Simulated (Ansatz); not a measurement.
Reaction (ligand exchange at a B–O bond): `OBOCO` + `C=C(N)S` → `C=C(N)SBO` + `OCO`

Computed with Ansatz on PBE0-D4/def2-TZVP structures; ΔE is electronic, products minus reactants. CCSD(T)/CBS is the MP2 limit (def2-TZVPP, def2-QZVPP) plus CCSD(T) − MP2 in def2-TZVPP, frozen cores. This one scheme is used for every species. Functionals use def2-TZVPP. Each species was taken in one conformer, which may not be the lowest.

```
             level  ΔE (kcal/mol)
            PBE-D4            5.9
           ωB97X-V            8.9
     HF/def2-QZVPP           15.2
SCS-MP2/def2-QZVPP            9.0
```

(1) What does CCSD(T)/CBS give? (An estimate is asked.)

Largest T1 diagnostic among the species: 0.013.

## Answers

(1) Computed: +8.0 kcal/mol. The listed levels differ from it by -2.1, 0.9, 7.2, 1.0 kcal/mol.

The D4 term adds −1.6 kcal/mol with B3LYP and −0.8 kcal/mol with PBE0; it sums over pairs of atoms, weighted by their polarisabilities, and B3LYP, whose exchange is more repulsive, gets the larger term. In def2-TZVPP, CCSD(T) changes the Hartree–Fock value by −6.5 kcal/mol (the triples alone add −1.3 kcal/mol) and MP2 by −7.2 kcal/mol. From PBE to PBE0 (25 % exact exchange), in def2-TZVPP and without D4, ΔE moves by +1.0 kcal/mol.

B3LYP here is the variant with VWN-RPA as its local correlation; programs differ in this.
